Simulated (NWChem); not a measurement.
Atomisation of C$_{2}$H$_{6}$BBr

```
B
C 1 1.5623
H 2 1.0984 1 114.67
H 2 1.1016 3 110.06 1 127.58
H 2 1.1075 3 106.97 4 114.70
C 1 1.5627 2 123.90 3 156.44
H 6 1.0988 1 114.31 2 152.06
H 6 1.1011 7 110.06 1 127.81
H 6 1.1074 7 106.60 8 114.88
Br 1 1.9359 2 118.16 3 -23.48
```
Charge 0, spin multiplicity 1.

The numbers come from NWChem runs, not from measurements. The geometry was optimised at PBE0/def2-SVP, a minimum by its harmonic frequencies.

Basis set: def2-TZVP. The atomisation energy is electronic alone: no zero-point, thermal, spin-orbit or counterpoise terms. No value is extrapolated to the basis-set limit. Free atoms are single determinants with multiplicities B 2, Br 2, C 3, H 2.

The Hamiltonian is non-relativistic. B3LYP has NWChem's definition, with VWN1-RPA local correlation. The structure started from a generated list of species. The stability of the SCF solutions was not checked.

Question: One of these methods gave an atomisation energy of 902.0 kcal/mol. Which?
A) BLYP
B) PBE0
C) B3LYP
D) PBE

Answer: B, PBE0. The others give 909.6 (PBE), 892.0 (B3LYP), 883.0 (BLYP).
